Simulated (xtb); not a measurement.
arsine (AsH3), SMILES [AsH3]. All values are semi-empirical tight-binding results from xtb (GFN2-xTB unless named), good for trends rather than for accurate numbers. Coordinates come from a GFN2-xTB optimisation.

Optimised geometry:

```xyz
4

As     0.0000     0.0000     0.0729
H      1.0509    -0.6067    -0.8019
H     -1.0509    -0.6067    -0.8019
H      0.0000     1.2134    -0.8019
```
Charge 0, spin multiplicity 1.

Question: Estimate the properties. (Estimate from the structure and the level; the computed values follow.)

Answer: 
```json
{
 "point_group_as_xtb_finds_it": "C3v",
 "orbital_gap": "6.51 eV",
 "zero_point_energy": "12.8 kcal/mol",
 "G − E(el) at 298.15 K (modified RRHO)": "-0.6 kcal/mol",
 "static polarisability (D4 model)": "35.6 bohr³",
 "solvation energy, GFN2-xTB/ALPB(water)": "-0.8 kcal/mol",
 "solvation energy, GFN2-xTB/ALPB(dmf)": "-2.0 kcal/mol"
}
```

Computed atomic charges:
charges (e) As1 0.09, H2 -0.03, H3 -0.03, H4 -0.03.
